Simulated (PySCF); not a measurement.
## Electronic structure of S²⁺ (sulfur, charge +2) at the UHF level

Configuration: [Ne] 3s2 3p2, high-spin 3P determinant. Computed with PySCF 2.14 in cc-pV(T+d)Z (5s4p3d1f, 39 functions), with the non-relativistic Hamiltonian (point nucleus).

```json
{
  "Total energy": "-396.335049 hartree",
  "One-electron energy": "-535.2001 hartree",
  "Hartree (Coulomb) energy": "163.2778 hartree",
  "Exchange energy": "-24.4127 hartree",
  "Kinetic energy": "396.27213 hartree",
  "⟨S²⟩": "2.0116",
  "⟨L²⟩": "2.034",
  "Sum of ⟨r⟩": "10.52 bohr",
  "Sum of ⟨r²⟩": "15.11 bohr²",
  "Traceless quadrupole moment −½Σ⟨3z² − r²⟩ along its main axis": "1.45 e·bohr²",
  "Density at the nucleus (Gaussians lack the cusp)": "2630 bohr⁻³",
  "Spin density at the nucleus": "0.197 bohr⁻³",
  "Langevin diamagnetic susceptibility": "-12.0 ×10⁻⁶ cm³/mol",
  "Time after the integrals": "0.09 s of wall time on 1 thread of Neoverse-V2 (shared host)"
}
```

```json
{"shell": "1s α", "electrons": "1", "mean orbital energy (eV)": "-2530.3", "spread (eV)": "0", "rms radius, mean of both spins (bohr)": "0.113"}
{"shell": "1s β", "electrons": "1", "mean orbital energy (eV)": "-2529.7", "spread (eV)": "0", "rms radius, mean of both spins (bohr)": "0.113"}
{"shell": "2s α", "electrons": "1", "mean orbital energy (eV)": "-271.08", "spread (eV)": "0", "rms radius, mean of both spins (bohr)": "0.517"}
{"shell": "2s β", "electrons": "1", "mean orbital energy (eV)": "-270.42", "spread (eV)": "0", "rms radius, mean of both spins (bohr)": "0.517"}
{"shell": "2p α", "electrons": "3", "mean orbital energy (eV)": "-208.05", "spread (eV)": "0.579", "rms radius, mean of both spins (bohr)": "0.491"}
{"shell": "2p β", "electrons": "3", "mean orbital energy (eV)": "-206.87", "spread (eV)": "0.738", "rms radius, mean of both spins (bohr)": "0.491"}
{"shell": "3s α", "electrons": "1", "mean orbital energy (eV)": "-48.494", "spread (eV)": "0", "rms radius, mean of both spins (bohr)": "1.71"}
{"shell": "3s β", "electrons": "1", "mean orbital energy (eV)": "-41.866", "spread (eV)": "0", "rms radius, mean of both spins (bohr)": "1.71"}
{"shell": "3p α", "electrons": "2", "mean orbital energy (eV)": "-34.717", "spread (eV)": "0", "rms radius, mean of both spins (bohr)": "1.90"}
```
